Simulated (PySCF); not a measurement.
diphosphane (H₄P₂), SMILES PP. Atoms are numbered in the order given.

```xyz
6

P     -1.1119    -0.1310     0.0000
P      1.1119     0.1310     0.0000
H     -1.3143     0.8310     1.0235
H     -1.3143     0.8310    -1.0235
H      1.3143    -0.8310     1.0235
H      1.3143    -0.8310    -1.0235
```
Charge 0, spin multiplicity 1.

Coordinates come from a TPSSh-D3(BJ)/def2-TZVP optimisation.

Two levels are set side by side: PBE/pcJ-1 (PySCF) and B3LYP/pcJ-1 (PySCF). One-bond couplings, all four terms, same geometry. Isotopes: 1H, 31P. Differences are taken from unrounded values.

| quantity | B3LYP | PBE | PBE minus B3LYP |
|---|---|---|---|
| ¹J(P1,P2) (Hz) | -17.5 | -13.8 | 3.7 |
| ¹J(P1,H3) (Hz) | 153.4 | 114.3 | -39.1 |
| ¹J(P1,H4) (Hz) | 153.4 | 114.3 | -39.1 |
| ¹J(P2,H5) (Hz) | 153.4 | 114.3 | -39.1 |
| ¹J(P2,H6) (Hz) | 153.4 | 114.3 | -39.1 |

Rough cost on one machine, each run with all the roots and properties that it gave: B3LYP against PBE within a factor of 2.
